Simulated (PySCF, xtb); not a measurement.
AsF₂H₃Si, SMILES F[SiH](F)[AsH2].

Harmonic wavenumbers (cm⁻¹) from GFN2-xTB in xtb at its own minimum, in rising order: 81, 125, 161, 240, 391, 621, 641, 677, 686, 810, 838, 1008, 1916, 1921, 2333.

### Question
What does PySCF 2.14.0 with PBE-D3(BJ)/def2-SVP give at its own minimum? (An estimate is asked for; the answer gives what the named calculation found.)

### Answer
102, 139, 180, 302, 368, 585, 609, 782, 794, 841, 937, 951, 2118, 2134, 2192. Paired by order, the mean absolute difference is 78 cm⁻¹ and the zero-point energies are 17.8 and 18.6 kcal/mol.
